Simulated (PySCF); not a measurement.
**ErF3(H2O) at several levels of theory**

Computed with PySCF 2.14.0 (density fitting, no spin-orbit coupling) at the geometry relaxed with BP86:

```xyz
7
ErF3(H2O) (singlet in the valence; each metal's 4f electrons, 11 of them, lie in its core potential, out of spins and levels)
Er    0.0801   -0.0706    0.0706
F     1.0877    1.3160    1.1279
F    -1.2821   -1.1166    1.1166
F     1.0877   -1.1279   -1.3160
O    -1.2700    1.3199   -1.3199
H    -1.6472    2.1888   -1.0811
H    -1.6472    1.0811   -2.1888
```

| level | basis | state | HOMO (eV) | gap (eV) | charge on Er1 (e) | population of f-type functions on Er1 (polarisation alone where 4f lies in the core) | dipole about the centre of mass (D) | largest force component (eV/Å) |
| --- | --- | --- | --- | --- | --- | --- | --- | --- |
| BP86 | Er lcecp-1-SVP with ECP57, F def2-SVP, O def2-SVP, H def2-SVP | singlet | -7.68 | 5.76 | 0.97 | 0.08 | 6.93 | 0.00 |
| BLYP | the same | singlet | -7.48 | 5.36 | 0.92 | 0.08 | 6.92 | 0.15 |
| BP86 | Er lcecp-1-TZVP with ECP57, F def2-TZVP, O def2-TZVP, H def2-TZVP | singlet | -7.95 | 5.71 | 1.51 | 0.09 | 6.99 | 0.25 |

In the lcecp rows the 4f levels are missing from HOMO and gap, and the state counts the valence alone.

Charges are Mulliken's, which hang on the basis. The relaxation used the grid (50, 194), these runs (75, 302) or, all-electron (x2c bases, spin-free X2C Hamiltonian), (99, 590).

(1) A further run in the first row's basis gives HOMO (eV) -7.67, gap (eV) 5.87, charge on Er1 (e) 1.06, population of f-type functions on Er1 (polarisation alone where 4f lies in the core) 0.08, dipole about the centre of mass (D) 6.96, largest force component (eV/Å) 0.08. Which level was it?
A. CAM-B3LYP
B. TPSS
C. HF

An lcecp potential fixes the number of 4f electrons, so in runs with it no electron can move into or out of that shell.

Results:

(1) B. The others give HOMO -11.06 eV (CAM-B3LYP); -14.79 eV (HF).
